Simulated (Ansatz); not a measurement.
## Worked example: CH2BrI + SiH2(CH3) → CH2I + SiH2(CH3)Br

Species: CH2BrI (bromoiodomethane) `BrCI`, singlet; SiH2(CH3), doublet; CH2I `[CH2]I`, doublet; SiH2(CH3)Br, singlet. A radical takes Br: the energy is the difference in strength between the C–Br bond broken and the Si–Br bond made.

Shapes, held fixed at every level: PBE0-D4/def2-TZVP. Programs: Ansatz 0.2.0. The zero-point and thermal change to 298 K, harmonic and unscaled (PBE0-D4/def2-TZVP), is -4.5 kJ/mol.

At CCSD(T)/def2-TZVPP; 1 Eh = 2625.50 kJ/mol:

```
    species   energy (Eh)
     CH2BrI  -2909.076229
  SiH2(CH3)   -330.037057
       CH2I   -336.304731
SiH2(CH3)Br  -2902.854605
```

Task: Work out ΔH(298 K) of the reaction at this level.

Result: 
1. Products less reactants: (-336.304731) + (-2902.854605) − [(-2909.076229) + (-330.037057)] = -0.046050 Eh = -120.9 kJ/mol.
2. With the thermal change: -120.9 + (-4.5) = -125.4 kJ/mol.

Other levels give -133.7 (r2SCAN-D4/def2-TZVPP) to -112.5 kJ/mol (MP2/def2-SVP). No measured value is set beside it here. Open shells run unrestricted unless RO is named. For atoms past krypton def2 sets carry core potentials with scalar relativity. Relativity is left out for Br unless named. Correlated rows may include outer-core shells of Br, I, which these sets cover unevenly.
